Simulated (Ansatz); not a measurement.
Ansatz results at the PBE0-D4/def2-TZVP geometry: HOMO energy (PBE/def2-TZVPP) -4.96 eV; LUMO energy (PBE0/def2-TZVPP) -0.11 eV; size of the dipole moment (ωB97M-V/def2-TZVPP) 3.14 D.

Each molecule was computed in one conformer, which needn't be the lowest.

Problem. Which molecule gave them?
A. `O=C=[N][Hf]([F])([F])[F]`
B. `[OH][Hf]([F])([Cl])[Cl]`
C. `[NH2][Hf]([Cl])([Cl])[Cl]`
D. `C[N](C)[Hf]([SeH])([N](C)C)[N](C)C`

Solution. D. The others give `O=C=[N][Hf]([F])([F])[F]`: -7.95, -1.27, 0.44; `[NH2][Hf]([Cl])([Cl])[Cl]`: -6.92, -1.62, 2.65; `[OH][Hf]([F])([Cl])[Cl]`: -7.93, -1.14, 2.84.
